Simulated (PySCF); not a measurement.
A mixed set of molecules.

All values: PBE0/def2-SVPD (PySCF) at GFN2-xTB geometries, gas phase, one conformer each. Core orbitals are frozen in the response; Δα² is half the sum of the squared differences of the principal polarisabilities.

Problem. Rank by dipole moment, lowest first.
A. `[CH3:1][SiH2:2][Si@@H:3]([NH2:4])[C:5]#[N:6]` with C1–Si2–Si3–N4 -63°, Si2–Si3–N4–H 164° and -53°
B. `[CH:1]#[C:2][Si@H:3]([NH2:4])[SiH2:5][NH2:6]` with C2–Si3–N4–H 61° and -77°, C2–Si3–Si5–N6 20°, Si3–Si5–N6–H -39° and -178°
C. `[N:1]#[C:2][CH2:3][SiH2:4][NH:5][SiH3:6]` with C2–C3–Si4–N5 -171°, C3–Si4–N5–Si6 -45°
D. `[N:1]#[C:2][SiH2:3][CH2:4][NH:5][SiH3:6]` with C2–Si3–C4–N5 180°, Si3–C4–N5–Si6 149°
E. `[CH3:1][N:2]([SiH3:3])[SiH2:4][C:5]#[N:6]` with C1–N2–Si4–C5 46°
F. `[N:1]#[C:2][C@H:3]([SiH3:4])[SiH2:5][NH2:6]` with C2–C3–Si5–N6 54°, C3–Si5–N6–H 176° and -45°

Solution. B (1.38 D), F (3.45 D), E (3.65 D), D (3.83 D), A (4.23 D), C (4.78 D).

Problem. Rank by HOMO energy, highest first.
A. `CN([SiH3])[SiH2]C#N`
B. `C[SiH2][Si@@H](N)C#N`
C. `N#C[SiH2]CN[SiH3]`

Solution. C (-7.16 eV), A (-7.48 eV), B (-7.85 eV).

Problem. Rank by mean static polarisability, highest first.
A. `C#C[Si@H](N)[SiH2]N`
B. `[Si@@H]([SiH3])(CC#N)N`
C. `N#CC[SiH2]N[SiH3]`

Solution. A (13.72 Å³), B (13.42 Å³), C (12.78 Å³).

All values together:

```csv
SMILES,formula,μ (D),HOMO (eV),LUMO (eV),α (Å³),Δα (Å³),electrons,α per electron (Å³)
C#C[Si@H](N)[SiH2]N,C2H8N2Si2,1.38,-7.25,-0.64,13.72,4.30,62,0.221
N#C[SiH2]CN[SiH3],C2H8N2Si2,3.83,-7.16,-0.59,13.28,5.87,62,0.214
N#CC[Si@H](N)[SiH3],C2H8N2Si2,5.03,-7.81,-0.45,13.42,3.24,62,0.216
CN([SiH3])[SiH2]C#N,C2H8N2Si2,3.65,-7.48,-0.85,12.65,3.82,62,0.204
C[SiH2][Si@@H](N)C#N,C2H8N2Si2,4.23,-7.85,-0.98,13.36,2.63,62,0.215
N#CC[SiH2]N[SiH3],C2H8N2Si2,4.78,-7.84,-0.35,12.78,5.26,62,0.206
N#C[C@H]([SiH3])[SiH2]N,C2H8N2Si2,3.45,-7.82,-0.02,12.91,2.42,62,0.208
```

Conformers: `[CH:1]#[C:2][Si@H:3]([NH2:4])[SiH2:5][NH2:6]` with C2–Si3–N4–H 61° and -77°, C2–Si3–Si5–N6 20°, Si3–Si5–N6–H -39° and -178°; `[N:1]#[C:2][SiH2:3][CH2:4][NH:5][SiH3:6]` with C2–Si3–C4–N5 180°, Si3–C4–N5–Si6 149°; `[N:1]#[C:2][CH2:3][Si@H:4]([NH2:5])[SiH3:6]` with C2–C3–Si4–N5 180°, C3–Si4–N5–H -171° and 49°; `[CH3:1][N:2]([SiH3:3])[SiH2:4][C:5]#[N:6]` with C1–N2–Si4–C5 46°; `[CH3:1][SiH2:2][Si@@H:3]([NH2:4])[C:5]#[N:6]` with C1–Si2–Si3–N4 -63°, Si2–Si3–N4–H 164° and -53°; `[N:1]#[C:2][CH2:3][SiH2:4][NH:5][SiH3:6]` with C2–C3–Si4–N5 -171°, C3–Si4–N5–Si6 -45°; `[N:1]#[C:2][C@H:3]([SiH3:4])[SiH2:5][NH2:6]` with C2–C3–Si5–N6 54°, C3–Si5–N6–H 176° and -45°.
